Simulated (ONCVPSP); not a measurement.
**cerium: excitation energies, all-electron against ONCV**

ONCVPSP 4.0.1 input, shortened (lines: element, Z, core and valence counts, functional; n l f; lmax; l rc ep ncon nbas qcut; lloc lpopt rc5 dvloc0; l nproj debl; icmod fcfact rcfact), PBE, fully relativistic:

```
  Ce 58.00    9    5        4      upf
    1    0    2.00
    2    0    2.00
    2    1    6.00
    3    0    2.00
    3    1    6.00
    3    2   10.00
    4    0    2.00
    4    1    6.00
    4    2   10.00
    4    3    0.50
    5    0    2.00
    5    1    6.00
    5    2    1.50
    6    0    2.00
    3
    0    2.02    0.00    4    7    5.60
    1    2.70    0.00    3    6    6.10
    2    3.30    0.00    4    8    5.70
    3    1.80    0.00    4    8   11.40
    4    4    1.65    1.00
    0    3    3.10
    1    2    1.30
    2    2    1.30
    3    2    3.90
    0    0.00    0.00
```

Open shells are filled in proportion to 2j + 1.

Energies are relative to the spin-unpolarised reference configuration 4f0.5 5s2 5p6 5d1.5 6s2; without spin polarisation the order of configurations can differ from experiment.

| valence configuration | charge | ΔE all-electron (eV) | error AE − PS (meV) |
| --- | --- | --- | --- |
| 4f1 5s2 5p6 5d1 6s2 | 0 | -1.748 | +129 |
| 4f1 5s2 5p6 5d1 6s1 | +1 | 4.322 | +130 |
| 4f1 5s2 5p6 5d1 6s0 | +2 | 15.401 | +129 |

Question: What are ΔE and the potential's error for 4f1 5s2 5p6 5d1 6s1.5?

Answer: ΔE = 0.693 eV all-electron; the error (AE − PS) is +130 meV.

Levels in the configuration 4f1 5s2 5p6 5d1 6s2:

```json
{"level": "4f j=7/2", "all-electron (eV)": "-5.235", "pseudo (eV)": "-5.722"}
{"level": "4f j=5/2", "all-electron (eV)": "-5.567", "pseudo (eV)": "-6.063"}
{"level": "5s j=1/2", "all-electron (eV)": "-40.539", "pseudo (eV)": "-40.560"}
{"level": "5p j=3/2", "all-electron (eV)": "-22.383", "pseudo (eV)": "-22.349"}
{"level": "5p j=1/2", "all-electron (eV)": "-25.128", "pseudo (eV)": "-25.080"}
{"level": "5d j=5/2", "all-electron (eV)": "-2.977", "pseudo (eV)": "-2.991"}
{"level": "5d j=3/2", "all-electron (eV)": "-3.179", "pseudo (eV)": "-3.193"}
{"level": "6s j=1/2", "all-electron (eV)": "-3.745", "pseudo (eV)": "-3.743"}
```
